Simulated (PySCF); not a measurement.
This script is equivalent to a calculation on Ar (argon, neutral).

```python
from pyscf import gto, scf, dft, mp, cc
import basis_set_exchange as bse
mol = gto.M(atom="Ar 0 0 0", charge=0, spin=0, symmetry="D2h",
            basis=gto.basis.parse(bse.get_basis("cc-pVDZ-DK", elements=["Ar"], fmt="nwchem", header=False)),
            nucmod="G")
mf = dft.UKS(mol, xc="PBE0").sfx2c1e()
mf.irrep_nelec = {'Ag': (3, 3), 'B1u': (2, 2), 'B2u': (2, 2), 'B3u': (2, 2)}
mf.kernel()
```

(1) What total energy does it give?

(2) Which occupied shell lies highest, and where?

Answers

(1) -529.184 hartree (calculated).

(2) 3p, at -11.789 eV.
